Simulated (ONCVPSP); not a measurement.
Before and after: ONCV potential for calcium

Ca, optimised norm-conserving Vanderbilt (ONCV), made with ONCVPSP 4.0.1 (PBE, scalar-relativistic). Core [Ne], reference 3s2 3p6 (charge +2). Waves: 3s: rc 1.85 bohr, ncon 4, nbas 8, qcut 7.5 1/bohr, 2 projectors, debl 2.8 Ha; 3p: rc 1.15 bohr, ncon 5, nbas 8, qcut 8.4 1/bohr, 2 projectors, debl 3.3 Ha; d scattering state at 0.16 Ha: rc 1.55 bohr, ncon 4, nbas 8, qcut 5.7 1/bohr, 3 projectors, debl 1 Ha. Local part: polynomial inside 1.05 bohr (lpopt 5, dvloc0 0 Ha). Core correction: Teter function, fcfact 5.5, rcfact 1.25.

In the d channel the program set the typed energies aside and used 0.050, 1.050, 2.050 Ha.

Change: p: rc 0.8; local potential polynomial inside 0.80 bohr (lpopt 5, dvloc0 0 Ha).

Cutoffs: the cutoffs (Ha) at which the residual kinetic energy of the hardest occupied pseudo-wave falls to 1 and 0.1 mHa per electron; they do not see the model core or the augmentation charge, which bear on the density cutoff. Errors are all-electron minus pseudo energies relative to the spin-unpolarised reference configuration.

Task: Predict the effect on cutoff, ghosts and configuration errors.

Result: The potential gets harder (28 Ha and 40 Ha → 299 Ha and 332 Ha); the bound ghosts move from d to d, p; the errors of the 4 common tests hardly move. A smaller radius makes the pseudo-wave follow the all-electron one further in, where it bends more sharply, so more plane waves are needed.

```tsv
quantity	base	changed
cutoff, loose	28 Ha	299 Ha
cutoff, tight	40 Ha	332 Ha
loose cutoff by channel	s 16 Ha, p 28 Ha	s 16 Ha, p 299 Ha
bound ghosts	d	p, d
GHOST(+) flags under 300 eV	none	s at 163.2 eV
error for 3s2 3p6 4s2, meV [ΔE -18.13 eV]	+0.4	+0.7
error for 3s2 3p6 4s1, meV [ΔE -11.82 eV]	+0.6	+0.7
error for 3s2 3p6 4s1.5, meV [ΔE -15.63 eV]	+0.5	+0.7
error for 3s1 3p6 4s2, meV [ΔE 36.10 eV]	-89	-88
s: phases at 1.88 bohr within 0.05 rad from the reference energy up to (Ha; the scan ends near 5)	to the end of the scan	to the end of the scan
d: phases at 1.57 bohr within 0.05 rad from the reference energy up to (Ha; the scan ends near 5)	to the end of the scan	to the end of the scan
rms error of d²Exc/dni dnj with the model core, mHa	1.27	1.13
```

Base: The cutoffs count occupied waves only; projector 1 of the d channel, the hardest unoccupied one, needs 85 Ha at the loose tolerance. A true bound ghost makes a file unfit for plane-wave use even where its test errors are small: the radial tests pick states by their node count and pass the ghost by.
